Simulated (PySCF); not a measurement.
Input of a run (PBE0-D3(BJ)/def2-SVP geometry optimisation, gas phase (PySCF 2.14.0)), started from GFN2-xTB:
```
{"job": {"xc": "PBE0", "basis": "def2-SVP", "d3": "d3bj", "grid": 1, "kind": "geom"}, "charge": 0, "multiplicity": 1}
C     -1.042060    -0.193530     0.026320
Si     0.825330     0.152230    -0.033670
Cl     1.707690    -0.954540    -1.477560
Cl     1.142930     2.109920    -0.429970
Cl     1.671690    -0.304150     1.746490
H     -1.246180    -1.196140     0.390730
H     -1.547510     0.506250     0.685880
H     -1.493780    -0.101220    -0.957350
```

Output (energies in Eh, forces in Eh/bohr):
```
step   0  E = -1709.00848870  max force = 0.031969
step   1  E = -1709.01099691  max force = 0.006610
step   2  E = -1709.01114072  max force = 0.000924
step   3  E = -1709.01115741  max force = 0.000422
step   4  E = -1709.01117332  max force = 0.001147
step   5  E = -1709.01119631  max force = 0.002233
step   6  E = -1709.01117402  max force = 0.002783
step   7  E = -1709.01118276  max force = 0.001794
step   8  E = -1709.01121034  max force = 0.000720
step   9  E = -1709.01119800  max force = 0.001041
step  10  E = -1709.01120615  max force = 0.000575
step  11  E = -1709.01121044  max force = 0.000226
optimisation converged
```

Q: Summarise the run.

A: The energy falls by 0.074 eV over 12 energy and gradient evaluations, the largest force component goes from 0.0320 to 2.3e-04 Eh/bohr, and the atoms move by 0.143 Å rms after alignment. The bond that changes most is C1–Si2 (Si-methyl carbon to chlorine-bound silicon), which shortens by 0.054 Å. Bonds longer at the end by more than 0.005 Å: 6 of 7; shorter: 1. Among the dihedrals that turn most is H6–C1–Si2–Cl3, from 69° to 54°. The energy rose by more than 1e-6 Eh at steps 6 and 9. The first step brought 92 % of the lowering.

Q: What are the final bond lengths?

A: C1–Si2 1.846 Å, Si2–Cl3 2.052 Å, Si2–Cl4 2.053 Å, Si2–Cl5 2.052 Å, C1–H6 1.100 Å, C1–H7 1.100 Å, C1–H8 1.100 Å. Numbering counts from 1 in the input's order; the species is methyltrichlorosilane, `C[Si](Cl)(Cl)Cl`.

The run used 101 basis functions and 69 SCF cycles in all.

No frequency check.
